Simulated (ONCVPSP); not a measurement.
# nitrogen (N): excitation energies, all-electron against ONCV

```json
{
 "Element": "N",
 "Generator": "ONCVPSP 4.0.1",
 "Type": "optimised norm-conserving Vanderbilt (ONCV)",
 "Functional": "Wu-Cohen",
 "Relativity": "scalar-relativistic",
 "Frozen core": "[He]",
 "Valence charge": "5",
 "Reference configuration": "2s1 2p4",
 "Partial waves": "2s: rc 1.10 bohr, ncon 4, nbas 8, qcut 7.6 1/bohr, 3 projectors, debl 1.9 Ha; 2p: rc 1.75 bohr, ncon 4, nbas 8, qcut 9.8 1/bohr, 2 projectors, debl 1.2 Ha",
 "Local potential": "polynomial inside 0.90 bohr (lpopt 5, dvloc0 0 Ha)",
 "Core correction": "Teter function, fcfact 3.25, rcfact 1.05"
}
```

Energies are relative to the spin-unpolarised reference configuration 2s1 2p4; without spin polarisation the order of configurations can differ from experiment.

```json
{"valence configuration": "2s2 2p3", "charge": "0", "ΔE all-electron (eV)": "-11.430", "error AE − PS (meV)": "+5.2"}
{"valence configuration": "2s2 2p1", "charge": "+2", "ΔE all-electron (eV)": "30.949", "error AE − PS (meV)": "+294"}
{"valence configuration": "2s1 2p3", "charge": "+1", "ΔE all-electron (eV)": "13.836", "error AE − PS (meV)": "+12"}
```

Problem. What are ΔE and the potential's error for 2s2 2p2?

Solution. ΔE = 2.131 eV all-electron; the error (AE − PS) is +64 meV.

Levels in the configuration 2s1 2p3:

```tsv
level	all-electron (eV)	pseudo (eV)
2s	-32.471	-32.477
2p	-20.761	-20.725
```
